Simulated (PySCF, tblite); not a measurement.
Species: 2-methylvaleryl chloride, C₆H₁₁ClO.
Z-matrix (Å and degrees, GFN2-xTB geometry), rows numbered from 1:
```
C 
C   1  1.5237
C   2  1.5275  1  111.23
C   3  1.5315  2  112.48  1  -179.93
C   4  1.5356  3  111.47  2  -172.58
C   4  1.4986  3  110.38  2    68.76
O   6  1.1827  4  128.95  3    24.99
Cl  6  1.7791  4  111.77  3  -157.65
H   1  1.0879  2  110.62  3   -60.18
H   1  1.0874  2  110.32  3    59.76
H   1  1.0870  2  110.67  3   179.68
H   2  1.0913  1  109.28  3  -120.87
H   2  1.0928  1  109.51  3   121.19
H   3  1.0917  2  109.29  1    59.38
H   3  1.0913  2  109.26  1   -58.73
H   4  1.0933  3  110.12  2   -51.75
H   5  1.0875  4  110.24  3   -59.50
H   5  1.0870  4  110.62  3  -179.96
H   5  1.0868  4  109.62  3    60.12
```

Theory: PBE0/pcSseg-1 in PySCF (dipole) on a GFN2-xTB geometry, gas phase.

Masses are those of the commonest isotopes; rigid-rotor values at the optimised geometry. The values belong to one conformer with, in the numbering `[CH3:1][CH2:2][CH2:3][C@H:4]([CH3:5])[C:6](=[O:7])[Cl:8]`, C1–C2–C3–C4 180°, C2–C3–C4–C5 -173°, C3–C4–C6–O7 25°.

Question: Give the principal moments of inertia and the rotational constants in GHz.

Answer: Ia = 183.76, Ib = 560.80, Ic = 637.39 u·Å²; 505379 MHz·u·Å²/I gives 2750, 901.2 and 792.9 MHz, that is A = 2.7502, B = 0.9012, C = 0.7929 GHz.

Question: Classify the top.

Answer: An asymmetric top: κ = (2 × 901.2 − 2750 − 792.9)/(2750 − 792.9) = -0.89.

Question: What does the inertial defect say?

Answer: Not planar: Δ = Ic − Ia − Ib = -107.17 u·Å². For a rigid frame Δ = −2 Σ m c², so Σ m c² = 53.58 u·Å² lies off the ab plane: 9.25 from hydrogen and 44.33 from heavier atoms. The atom farthest from that plane is 1.62 Å away.

Question: Give the coordinates in the principal-axis frame, origin at the centre of mass.

Answer: The sense of each axis is arbitrary; atoms in the order of the calculation.
```
atom  mass (u)   a (Å)   b (Å)   c (Å)
  C1    12.000   3.629   0.635   0.150
  C2    12.000   2.158   0.532   0.536
  C3    12.000   1.506  -0.697  -0.094
  C4    12.000   0.025  -0.827   0.275
  C5    12.000  -0.561  -2.159  -0.216
  C6    12.000  -0.772   0.265  -0.372
  O7    15.995  -0.530   0.882  -1.352
 Cl8    34.969  -2.304   0.558   0.483
  H9     1.008   4.176  -0.243   0.487
 H10     1.008   3.731   0.709  -0.930
 H11     1.008   4.082   1.515   0.599
 H12     1.008   1.635   1.431   0.204
 H13     1.008   2.070   0.475   1.624
 H14     1.008   2.028  -1.594   0.241
 H15     1.008   1.598  -0.636  -1.180
 H16     1.008  -0.100  -0.766   1.359
 H17     1.008  -0.467  -2.236  -1.297
 H18     1.008  -1.612  -2.237   0.052
 H19     1.008  -0.022  -2.985   0.240
```

Question: Where do the levels up to J = 5 lie, in K?

Answer: Above 0(0,0), as E/k:
J = 1: 1(0,1) 0.081, 1(1,1) 0.170, 1(1,0) 0.175
J = 2: 2(0,2) 0.244, 2(1,2) 0.327, 2(1,1) 0.343, 2(2,1) 0.609, 2(2,0) 0.609
J = 3: 3(0,3) 0.487, 3(1,3) 0.563, 3(1,2) 0.595, 3(2,2) 0.853, 3(2,1) 0.854, 3(3,1) 1.310, 3(3,0) 1.310
J = 4: 4(0,4) 0.810, 4(1,4) 0.878, 4(1,3) 0.930, 4(2,3) 1.178, 4(2,2) 1.182, 4(3,2) 1.636, 4(3,1) 1.636, 4(4,1) 2.275, 4(4,0) 2.275
J = 5: 5(0,5) 1.212, 5(1,5) 1.270, 5(1,4) 1.348, 5(2,4) 1.584, 5(2,3) 1.592, 5(3,3) 2.043, 5(3,2) 2.043, 5(4,2) 2.682, 5(4,1) 2.682, 5(5,1) 3.503, 5(5,0) 3.503
The levels of one J sum to (2J + 1)J(J + 1)(A + B + C)/3.

Question: Which types of transition are allowed, and where do some lines up to J = 5 fall?

Answer: The dipole components are |μa| = 1.66 D, |μb| = 2.16 D, |μc| = 1.24 D. Intensities carry the squares of the components, which stand as 0.59 : 1.00 : 0.33 (a : b : c). Some lines, for components of 0.1 D or more:

| type | branch | J(Ka,Kc) | MHz | lower level (cm⁻¹) |
| --- | --- | --- | --- | --- |
| a | Q | 2(1,1) ← 2(1,2) | 325 | 0.228 |
| c | Q | 5(1,5) ← 5(0,5) | 1219 | 0.842 |
| b | R | 2(0,2) ← 1(1,1) | 1534 | 0.118 |
| c | Q | 3(1,3) ← 3(0,3) | 1599 | 0.338 |
| b | Q | 4(1,3) ← 4(0,4) | 2501 | 0.563 |
| a | R | 3(1,3) ← 2(1,2) | 4917 | 0.228 |
| b | R | 2(1,2) ← 1(0,1) | 5129 | 0.057 |
| b | R | 4(0,4) ← 3(1,3) | 5132 | 0.392 |
| c | R | 2(1,1) ← 1(0,1) | 5454 | 0.057 |
| b | Q | 2(2,1) ← 2(1,2) | 5872 | 0.228 |
| a | R | 4(0,4) ← 3(0,3) | 6731 | 0.338 |
| a | R | 4(2,2) ← 3(2,1) | 6818 | 0.594 |
| a | R | 5(0,5) ← 4(0,4) | 8380 | 0.563 |
| a | R | 5(2,4) ← 4(2,3) | 8460 | 0.819 |
| a | R | 5(3,2) ← 4(3,1) | 8488 | 1.137 |
| b | Q | 4(3,1) ← 4(2,2) | 9464 | 0.821 |
| b | R | 3(2,2) ← 2(1,1) | 10629 | 0.238 |
| b | R | 4(2,3) ← 3(1,2) | 12160 | 0.413 |
| c | R | 4(2,3) ← 3(1,3) | 12810 | 0.392 |
| b | R | 4(2,2) ← 3(1,3) | 12879 | 0.392 |
| b | Q | 4(4,0) ← 4(3,1) | 13314 | 1.137 |
| b | R | 3(3,1) ← 2(2,0) | 14596 | 0.424 |
| c | R | 3(3,0) ← 2(2,0) | 14597 | 0.424 |
| c | R | 5(2,4) ← 4(1,4) | 14719 | 0.610 |
| b | R | 4(3,2) ← 3(2,1) | 16281 | 0.594 |
| c | R | 4(3,1) ← 3(2,1) | 16282 | 0.594 |
| c | R | 5(3,3) ← 4(2,3) | 18016 | 0.819 |
| b | R | 5(4,1) ← 4(3,2) | 21795 | 1.137 |

Question: Estimate the classical rotational partition function at 25 K, 50 K and 100 K.

Answer: Point group C1, symmetry number σ = 1; q = (√π/σ)·√((kT/h)³/(ABC)), k/h = 20836.6 MHz/K: 15000 at 25 K, 42500 at 50 K, 120000 at 100 K.

Its GFN2-xTB frequencies are all real (lowest 31 cm⁻¹). No vibrational averaging or centrifugal distortion is included, and the geometry carries the error of its method. A rigid rotor knows nothing of internal rotation, which can split or shift real lines. Quadrupole hyperfine structure (35Cl) is left out.
